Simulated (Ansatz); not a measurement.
Geometry optimisation, Ansatz 0.2.0, RHF/def2-TZVP.

The input (input.yaml):

```yaml
crystal:
  periodic: [false, false, false]
  atoms:
    - { symbol: "N", position_ang: [0.9387, 1.2254, 0.0309] }
    - { symbol: Ga, position_ang: [0.7078, -0.3702, 0.5441] }
    - { symbol: F, position_ang: [0.7266, -1.5127, 0.7072] }
    - { symbol: S, position_ang: [-1.1928, -1.593, -0.1453] }
    - { symbol: H, position_ang: [-0.0018, 1.492, 0.4904] }
    - { symbol: H, position_ang: [0.6481, 1.1089, -0.9827] }
    - { symbol: H, position_ang: [-1.7653, -0.4185, -0.6903] }
basis:
  gaussian: { orbitals: def2-TZVP }
hamiltonian:
  xc: hf
relax:
  f_tol: 0.015
  max_steps: 40
```

Launched with:

```bash
$ ansatz run input.yaml --threads 2 --pin off --max-ram 3072MiB --backend cpu --events-out ev --progress --plain --runs-dir out
```

Where does it end, and by what steps?

The run converged. After 16 steps the energy has fallen by 22.327 eV; H6 moved furthest, 1.45 Å. The start is strongly strained (largest force component 103 eV/Å).

```json
{"step": "0", "energy less start (eV)": "0.0000", "largest force component (eV/Å)": "103.424", "accepted": "yes"}
{"step": "1", "energy less start (eV)": "-15.3259", "largest force component (eV/Å)": "19.392", "accepted": "yes"}
{"step": "2", "energy less start (eV)": "-18.6308", "largest force component (eV/Å)": "8.576", "accepted": "yes"}
{"step": "3", "energy less start (eV)": "-20.5328", "largest force component (eV/Å)": "2.661", "accepted": "yes"}
{"step": "4", "energy less start (eV)": "-21.3839", "largest force component (eV/Å)": "1.801", "accepted": "yes"}
{"step": "5", "energy less start (eV)": "-21.7501", "largest force component (eV/Å)": "1.721", "accepted": "yes"}
{"step": "6", "energy less start (eV)": "-21.9071", "largest force component (eV/Å)": "1.937", "accepted": "yes"}
{"step": "7", "energy less start (eV)": "-22.0145", "largest force component (eV/Å)": "0.864", "accepted": "yes"}
{"step": "8", "energy less start (eV)": "-22.0578", "largest force component (eV/Å)": "0.584", "accepted": "yes"}
{"step": "9", "energy less start (eV)": "-22.1358", "largest force component (eV/Å)": "0.700", "accepted": "yes"}
{"step": "10", "energy less start (eV)": "-22.2124", "largest force component (eV/Å)": "0.480", "accepted": "yes"}
{"step": "11", "energy less start (eV)": "-22.2799", "largest force component (eV/Å)": "0.236", "accepted": "yes"}
{"step": "12", "energy less start (eV)": "-22.3133", "largest force component (eV/Å)": "0.279", "accepted": "yes"}
{"step": "13", "energy less start (eV)": "-22.3229", "largest force component (eV/Å)": "0.181", "accepted": "yes"}
{"step": "14", "energy less start (eV)": "-22.3261", "largest force component (eV/Å)": "0.138", "accepted": "yes"}
{"step": "15", "energy less start (eV)": "-22.3266", "largest force component (eV/Å)": "0.057", "accepted": "yes"}
{"step": "16", "energy less start (eV)": "-22.3268", "largest force component (eV/Å)": "0.011", "accepted": "yes"}
```

```xyz
7
Properties=species:S:1:pos:R:3
N 0.649 1.111 -0.073
Ga 0.268 -0.630 0.183
F 1.578 -1.637 0.712
S -1.664 -1.645 -0.094
H 0.001 1.801 -0.372
H 1.556 1.489 0.077
H -2.327 -0.558 -0.479
```

Whether the end is a true minimum wasn't checked by a vibrational analysis.

The run took 43 s on 2 threads of AMD EPYC 7R13 Processor (Zen 3) (shared host), peak memory 0.46 GiB.
